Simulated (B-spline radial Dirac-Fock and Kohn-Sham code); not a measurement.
## What relativity does to the binding energies of Nd⁵⁵⁺

System: the Nd⁵⁵⁺ ion, configuration [He] 2s2 2p1.

Both columns are ΔSCF binding energies of the configuration average from an atomic code on a B-spline grid: non-relativistic Hartree-Fock with a point nucleus, and Dirac-Fock with a finite nucleus and the Coulomb interaction alone, averaged over the two j levels with weights 2j+1.

```csv
shell,Hartree-Fock (eV),Dirac-Fock (eV),shift (eV),shift (%)
1s,46957.5,49393.5,+2435.99,+5.19
2s,11130.0,11852.7,+722.78,+6.49
2p,11023.3,11322.3,+298.95,+2.71
```

Relativity binds 1s, 2s, 2p more strongly, among those listed most of all 2s in relative terms.

Values without a named source are computed, but for edge energies of neutral atoms, which are taken from tables.
